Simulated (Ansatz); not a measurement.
`OBCl` + CH₃SH → `CSBCl` + H₂O at 400 K and 1 bar (ligand exchange at a B–O bond).

Calculated with Ansatz (gas phase, PBE0-D4/def2-TZVP geometries, no zero-point term in ΔE). CCSD(T)/CBS is the MP2 limit (def2-TZVPP, def2-QZVPP) plus CCSD(T) − MP2 in def2-TZVPP, frozen cores. This one scheme is used for every species. One conformer a species, not always the lowest.

```
species  CCSD(T)/CBS energy (Eh)  H − E (kJ/mol)  S (J/(mol·K))
 `OBCl`               -561.03999            93.6          281.2
  CH₃SH               -438.22835           138.7          269.4
`CSBCl`               -922.86962           165.9          348.9
    H₂O                -76.37941            69.8          198.6
```

H − E and S are ideal-gas, rigid-rotor, harmonic terms from PBE0-D4/def2-TZVP, for one conformer and one mirror image of each species. 1 Eh = 2625.50 kJ/mol, R = 8.31446 J/(mol·K).

Problem. By hand: ΔE, ΔH, ΔS and ΔG.

Solution. ΔE = (-922.86962) + (-76.37941) − (-561.03999) − (-438.22835) = 0.01931 Eh = 50.7 kJ/mol. Δ(H − E) = 165.9 + 69.8 − 93.6 − 138.7 = 3.4, so ΔH = 54.1 kJ/mol. ΔS = 348.9 + 198.6 − 281.2 − 269.4 = -3.1 J/(mol·K). ΔG = 54.1 − 400 × (-3.1)/1000 = 55.3 kJ/mol.

Problem. By hand: the equilibrium constant, and the temperature at which ΔG would vanish if ΔH and ΔS stayed fixed.

Solution. log₁₀ K = −ΔG/(RT ln 10) = -7.2. ΔH and −TΔS have one sign here, so there is no such temperature. One of them is within its doubt of zero, so this could turn.

The number of gas molecules stays the same, so ΔS is small and ΔH decides. A doubt of 5 kJ/mol in ΔE shifts log₁₀ K by 0.7 here. Other conformers and mirror images would add mixing entropy, several J/(mol·K) or more a flexible species. These are equilibria of isolated gas molecules and say nothing of rates. Largest T1 diagnostic: 0.013 (customary marks: 0.02 for closed shells, 0.045 for open ones).
